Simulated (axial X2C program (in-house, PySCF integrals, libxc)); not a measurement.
# CaSi: cheaper levels and CCSD(T), 2c

Computed with an in-house relativistic program for diatomic molecules. Two-component (2c) means X2C with spin–orbit coupling and atomic mean-field two-electron Coulomb and Gaunt terms. Basis: Ca dyall-cv3z [11s12p6d4f], Si dyall-v3z [8s7p2d1f] (cores contracted in-house); Gaussian nuclei, density fitting, unrestricted open shells. Masses: Ca 39.963 u, Si 27.977 u.

State: Ω = 1 (⟨Sz⟩ = 1.00, ⟨Lz⟩ = 0.00 at HF); fragments Ca + Si.

```tsv
level	Re (Å)	ωe (cm⁻¹)	De (eV)
PBE0	2.778	277.0	1.68
HF	2.891	259.1	1.31
CCSD	2.830	268.0	1.19
PBE	2.763	279.7	1.83
```

Correlated methods: 14 electrons correlated (number of frozen shells: Ca 2 s, 1 p; Si 2 s, 1 p), 222 virtual spin orbitals or spinors in MP2, 90 natural virtuals in coupled cluster.

CCSD(T), same Hamiltonian and basis:

Re = 2.823 Å, ωe = 269.8 cm⁻¹, De = 1.20 eV; T1 = 0.025 (Lee–Taylor normalisation).

Task: Give the differences from CCSD(T) in the columns below.

Result: 

| level | ΔRe (Å) | Δωe (cm⁻¹) | ΔDe (eV) |
| --- | --- | --- | --- |
| PBE0 | -0.045 | 7.2 | 0.48 |
| HF | 0.068 | -10.7 | 0.11 |
| CCSD | 0.007 | -1.8 | -0.01 |
| PBE | -0.060 | 9.9 | 0.63 |

Occupations by symmetry block were frozen at the best pattern of an incomplete PBE0 search. Dissociation energies refer to the lowest single-determinant-based atoms at the same level and basis. Density functionals use the spin component along the axis (collinear). CCSD and (T) use frozen natural virtuals with an MP2 correction for the truncation; (T) itself is uncorrected, so its De runs slightly low. The 2c atoms are single determinants rather than J levels; their spin–orbit lowering is only partly caught, and De is too large by that part. This holds for PBE0, CCSD, PBE, CCSD(T). PBE0 can misorder states that lie within some tenths of an eV, so this need not be the ground state of the molecule. The nearest other 2c determinant of the search, Ω = 2, lies 0.39 eV up at the distance of the search. Without a current term, density functionals place determinants with orbital angular momentum somewhat too high. With several unpaired electrons one determinant need not be a pure state. Open-shell Ω = 0 determinants with evenly filled partner blocks cannot be reached by this program, so the Ω shown need not be the lowest component. This is the Ω = 1 component of a π² triplet; the 0⁺ component is not one determinant and can lie lowest. The determinant is spin-polarised beyond a pure state at some levels (its spin-free form has ⟨S²⟩ too high), which makes Re and μ there less reliable.
